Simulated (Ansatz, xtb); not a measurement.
Relative energy of two isomers of C4H6F4O

We compare I, `C[C@](O)(CF)C(F)(F)F`, a singlet, with II, `OC[C@H](F)CC(F)(F)F`, a singlet. Both are isolated molecules in the gas phase, relaxed with PBE-D3(BJ)/def2-SVP; each stands in its lowest conformer found.

I (Å):

```xyz
15

C     0.7643   -0.5102   -1.9661
C     0.7142   -0.7815   -0.4664
C     2.0379   -1.3955    0.0135
C    -0.4700   -1.7325   -0.1470
F     2.0626   -1.4061    1.4048
F    -0.2584   -2.9714   -0.6644
F    -0.6416   -1.8699    1.1875
F    -1.6286   -1.2698   -0.6594
O     0.4932    0.4446    0.2012
H     1.5964    0.1846   -2.1872
H     0.9042   -1.4470   -2.5386
H    -0.1828   -0.0362   -2.2836
H     0.6418    0.2574    1.1506
H     2.1685   -2.4331   -0.3595
H     2.8733   -0.7577   -0.3469
```

II (Å):

| atom | x (Å) | y (Å) | z (Å) |
| --- | --- | --- | --- |
| C | -0.6048 | -0.0627 | -1.4423 |
| C | 0.3897 | -1.1576 | -1.0652 |
| C | 1.1719 | -0.8836 | 0.2185 |
| C | 2.3452 | 0.0584 | 0.0510 |
| F | -0.3690 | -2.3216 | -0.8381 |
| F | 3.0224 | 0.2009 | 1.2112 |
| F | 1.9585 | 1.2993 | -0.3462 |
| F | 3.2227 | -0.3983 | -0.8806 |
| O | -1.5405 | 0.1555 | -0.4075 |
| H | -1.9559 | -0.7133 | -0.2409 |
| H | -0.0644 | 0.8890 | -1.6159 |
| H | -1.0937 | -0.3565 | -2.4028 |
| H | 1.0865 | -1.3645 | -1.9075 |
| H | 1.5722 | -1.8430 | 0.5993 |
| H | 0.4867 | -0.4606 | 0.9795 |

Quicker runs give these differences E(II) − E(I): GFN2-xTB +0.05 kcal/mol; HF/STO-3G +0.34 kcal/mol (at GFN2-xTB geometries); r2SCAN-D4/def2-SVP +1.59 kcal/mol (at GFN2-xTB geometries).

Estimate E(II) − E(I) at the level CCSD(T)/def2-SVP + ΔMP2/def2-TZVPP.

Too close to call at this level: CCSD(T)/def2-SVP + ΔMP2/def2-TZVPP gives E(II) − E(I) = +0.89 kcal/mol.

Level by level:

| level | geometry | E(II) − E(I) (kcal/mol) | departure from the last row (kcal/mol) | job, with rough time for the two |
| --- | --- | --- | --- | --- |
| GFN2-xTB | GFN2-xTB | +0.05 | −0.83 | optimisation, 0.2 s |
| HF/STO-3G | GFN2-xTB | +0.34 | −0.54 | single point, 0.5 s |
| r2SCAN-D4/def2-SVP | GFN2-xTB | +1.59 | +0.70 | single point, 5 s |
| PBE-D3(BJ)/def2-SVP | PBE-D3(BJ)/def2-SVP | +0.15 | −0.73 | optimisation, 27 s |
| HF/def2-SVP | PBE-D3(BJ)/def2-SVP | −0.62 | −1.50 | part of the CCSD(T) run |
| MP2/def2-SVP | PBE-D3(BJ)/def2-SVP | +2.03 | +1.14 | part of the CCSD(T) run |
| CCSD(T)/def2-SVP | PBE-D3(BJ)/def2-SVP | +1.87 | +0.98 | single point |
| CCSD(T)/def2-SVP + ΔMP2/def2-TZVPP | PBE-D3(BJ)/def2-SVP | +0.89 |  | single point, 3.5 min |

As drawn, both hold the same kinds of bond in the same numbers. Structure I has 1 methyl group, II 0.

The largest departure from CCSD(T)/def2-SVP + ΔMP2/def2-TZVPP is that of HF/def2-SVP, 1.50 kcal/mol. The last row adds to CCSD(T) the change of the MP2 difference between the two basis sets, here −0.98 kcal/mol.

With thermal terms from frequencies at re-optimised GFN2-xTB minima (ideal gas, soft modes damped towards free rotors, one conformer each, 298.15 K, 1 atm): on the last row, ΔE + ΔZPE = +1.43, ΔH = +1.20, ΔG = +1.24 kcal/mol.

The correlated steps freeze 9 core orbitals. Codes used: Ansatz 0.2.0, xtb 6.7.1; the last row on 4 threads of Arm Neoverse V1 on a shared host.
